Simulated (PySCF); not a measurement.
PySCF 2.14 output of a UHF calculation on a single atom or ion in x2c-SVPall, with the spin-free X2C one-electron Hamiltonian (Gaussian nucleus):

```
SCF conv_tol = 1e-09
number electrons alpha = 25  beta = 24
cycle= 1 E= -6476.35123916235  delta_E= -0.00265  |g|= 0.0159  |ddm|= 0.0923
cycle= 2 E= -6476.35152888413  delta_E= -0.00029  |g|= 0.0053  |ddm|= 0.0306
cycle= 3 E= -6476.35156545514  delta_E= -3.66e-05  |g|= 0.000136  |ddm|= 0.0154
cycle= 4 E= -6476.3515654769  delta_E= -2.18e-08  |g|= 1.71e-05  |ddm|= 0.000557
cycle= 5 E= -6476.3515654773  delta_E= -4e-10  |g|= 2.46e-06  |ddm|= 0.000106
converged SCF energy = -6476.3515654773  <S^2> = 0.75780851  2S+1 = 2.0077933
```

The run itself started from symmetry-adapted Hartree-Fock orbitals and held the occupation by maximum overlap, so the iterations belong to that start.

**Question.** Which element, charge and spin multiplicity is this?

**Answer.** Sb²⁺ (antimony, charge +2), multiplicity 2; the state was [Kr] 4d10 5s2 5p1, 2P determinant.
